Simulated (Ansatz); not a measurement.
`C[CH2][InH][SH]` + `[F][Cd][F]` → `[F][InH][SH]` + `C[CH2][Cd][F]`  (redistribution)

Isolated molecules relaxed with PBE0-D4/def2-TZVP in Ansatz; ΔE leaves out vibrations. CCSD(T)/CBS adds triple-zeta CCSD(T) − MP2 to the extrapolated MP2 energy (def2 sets, frozen cores). DFT in def2-TZVPP. B3LYP here is the variant with VWN-RPA as its local correlation; programs differ in this. HSE06 is defined as in plane-wave codes. def2 core potentials past Kr. For Cd, In outer-core shells are correlated without core-valence functions, which leaves a few kJ/mol of doubt a bond. Each species was taken in one conformer, which may not be the lowest.

| level | ΔE (kcal/mol) | difference from CCSD(T)/CBS |
| --- | --- | --- |
| LDA (SPW92) | -15.8 | -3.7 |
| PBE-D4 | -14.3 | -2.2 |
| revPBE-D4 | -13.9 | -1.8 |
| BLYP-D4 | -14.7 | -2.6 |
| r2SCAN-D4 | -14.2 | -2.1 |
| B97M-V | -13.2 | -1.1 |
| PBE0-D4 | -13.3 | -1.2 |
| r2SCAN0-D4 | -13.5 | -1.4 |
| BHLYP-D4 | -12.7 | -0.6 |
| CAM-B3LYP-D4 | -13.6 | -1.5 |
| ωB97X-V | -12.3 | -0.2 |
| ωB97M-V | -12.8 | -0.7 |
| B2PLYP | -14.7 | -2.6 |
| PBE-QIDH | -13.4 | -1.3 |
| PBE | -14.9 | -2.8 |
| revPBE | -14.8 | -2.7 |
| BLYP | -15.8 | -3.7 |
| r2SCAN | -14.5 | -2.4 |
| PBE0 | -13.9 | -1.8 |
| B3LYP | -15.0 | -2.9 |
| r2SCANh | -14.2 | -2.1 |
| r2SCAN0 | -13.7 | -1.6 |
| HSE06 | -13.9 | -1.8 |
| BHLYP | -13.6 | -1.5 |
| CAM-B3LYP | -14.3 | -2.2 |
| LC-ωPBE | -12.3 | -0.2 |
| HF/def2-SVP | -9.6 | 2.5 |
| MP2/def2-SVP | -16.8 | -4.7 |
| CCSD/def2-SVP | -14.0 | -1.9 |
| CCSD(T)/def2-SVP | -14.3 | -2.2 |
| HF/def2-TZVPP | -10.4 | 1.7 |
| MP2/def2-TZVPP | -15.4 | -3.3 |
| SCS-MP2/def2-TZVPP | -14.3 | -2.2 |
| CCSD(T)/def2-TZVPP | -13.1 | -1.0 |
| HF/def2-QZVPP | -9.4 | 2.7 |
| MP2/def2-QZVPP | -14.5 | -2.4 |
| SCS-MP2/def2-QZVPP | -13.4 | -1.3 |
| HF/CBS(def2) | -9.3 | 2.8 |
| MP2/CBS(def2) | -14.3 | -2.2 |
| CCSD/CBS(def2) | -11.4 | 0.7 |
| CCSD(T)/CBS | -12.1 | 0 |

Problem. What do rigid-rotor, harmonic-oscillator terms from PBE0-D4/def2-TZVP frequencies (298.15 K, 1 bar) make of the CCSD(T)/CBS value? (Estimate.)

Solution. Ansatz gave: ΔZPE = +0.1 kcal/mol, ΔH = -12.2 kcal/mol, ΔS = 18 J/(mol·K), ΔG = -13.5 kcal/mol.

Largest T1 diagnostic among the species: 0.018.

From PBE to PBE0 (25 % exact exchange), in def2-TZVPP and without D4, ΔE moves by +1.1 kcal/mol. In def2-TZVPP, CCSD(T) changes the Hartree–Fock value by −2.7 kcal/mol (the triples alone add −0.6 kcal/mol) and MP2 by −5.0 kcal/mol.

CCSD(T)/CBS has its own doubt, a few kJ/mol and more with outer-core shells, so smaller differences from it don't rank the levels.
